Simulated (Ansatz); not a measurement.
Compare A (`O/C=N/[CH2][AlH2]`) with its isomer B (`C/C(O)=[N]\[AlH2]`).

Isolated molecules relaxed with PBE0-D4/def2-TZVP in Ansatz; ΔE leaves out vibrations. CCSD(T)/CBS adds triple-zeta CCSD(T) − MP2 to the extrapolated MP2 energy (def2 sets, frozen cores). Double bonds are as drawn, so ΔE can hold a change between cis and trans. Functionals use def2-TZVPP. B3LYP here is the variant with VWN-RPA as its local correlation; programs differ in this. Each species was taken in one conformer, which may not be the lowest.

Task: Which is lower in electronic energy at CCSD(T)/CBS, and by how much? (Estimate.)

Result: The calculation gave: B, by 156.9 kJ/mol.

Task: Give E(B) − E(A) in kJ/mol with CCSD/def2-TZVPP, B3LYP-D4, ωB97M-V, PBE-D4, HF/def2-TZVPP, B2PLYP, B3LYP. (Best estimate.)

Result: The calculation gave: CCSD/def2-TZVPP -157.6, B3LYP-D4 -157.9, ωB97M-V -157.0, PBE-D4 -148.7, HF/def2-TZVPP -167.1, B2PLYP -159.9, B3LYP -157.2. None reverses the order clearly.

Largest T1 diagnostic: 0.014.

From PBE to PBE0 (25 % exact exchange), in def2-TZVPP and without D4, E(B) − E(A) moves by −4.3 kJ/mol. In def2-TZVPP, CCSD(T) changes the Hartree–Fock value by +10.5 kJ/mol (the triples alone add +1.0 kJ/mol) and MP2 by +5.6 kJ/mol.
